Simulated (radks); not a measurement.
Species: the silver ion Ag32+. Configuration: [Ne] 3s2 3p3.

Calculated with a radial shooting solver on a logarithmic mesh with Libxc functionals: Dirac Kohn-Sham, PBE, spin-unpolarised, spherical densities, point nucleus; open shells are shared between the two j in proportion to 2j + 1.

Energy parts (eV):
part                       energy
total                 -123170.990
kinetic                129792.558
electron-nucleus      -269313.419
Hartree                 18882.838
exchange-correlation    -2532.966

Orbitals (lengths in bohr, moments of r in powers of bohr; r(90%) holds 90 % of the orbital's charge):
[
 {"orbital": "1s1/2", "occ.": "2", "eigenvalue (eV)": "-27052.45", "<r>": "0.03110", "r(90%)": "0.0558"},
 {"orbital": "2s1/2", "occ.": "2", "eigenvalue (eV)": "-5396.666", "<r>": "0.1328", "r(90%)": "0.205"},
 {"orbital": "2p1/2", "occ.": "2", "eigenvalue (eV)": "-5151.853", "<r>": "0.1125", "r(90%)": "0.184"},
 {"orbital": "2p3/2", "occ.": "4", "eigenvalue (eV)": "-4972.096", "<r>": "0.1174", "r(90%)": "0.190"},
 {"orbital": "3s1/2", "occ.": "2", "eigenvalue (eV)": "-2058.796", "<r>": "0.3272", "r(90%)": "0.475"},
 {"orbital": "3p1/2", "occ.": "1", "eigenvalue (eV)": "-1971.282", "<r>": "0.3126", "r(90%)": "0.463"},
 {"orbital": "3p3/2", "occ.": "2", "eigenvalue (eV)": "-1928.064", "<r>": "0.3200", "r(90%)": "0.473"},
 {"orbital": "3d3/2", "occ.": "0", "eigenvalue (eV)": "-1799.765", "<r>": "0.2803", "r(90%)": "0.428"},
 {"orbital": "3d5/2", "occ.": "0", "eigenvalue (eV)": "-1789.708", "<r>": "0.2826", "r(90%)": "0.431"},
 {"orbital": "4s1/2", "occ.": "0", "eigenvalue (eV)": "-1069.976", "<r>": "0.6178", "r(90%)": "0.869"}
]

The highest occupied level is 3p3/2 at -1928.1 eV. Summed over all electrons, <r^2> = 0.7347 bohr^2, which gives a Langevin (diamagnetic) susceptibility term of -0.582 x 10^-6 cm^3/mol. For comparison, the ionisation energy in NIST's Atomic Spectra Database is 1979 eV (semi-empirical). In exact Kohn-Sham theory the highest level is minus the ionisation energy, but local and semilocal functionals leave it too shallow, through self-interaction and a potential that decays too fast; potentials with the right tail come closer. The density falls to 0.001 e/bohr^3 at r = 0.90 bohr.

Beside tabulated values, note that spin-unpolarised runs miss the spin-polarisation part of the exchange energy of open shells.
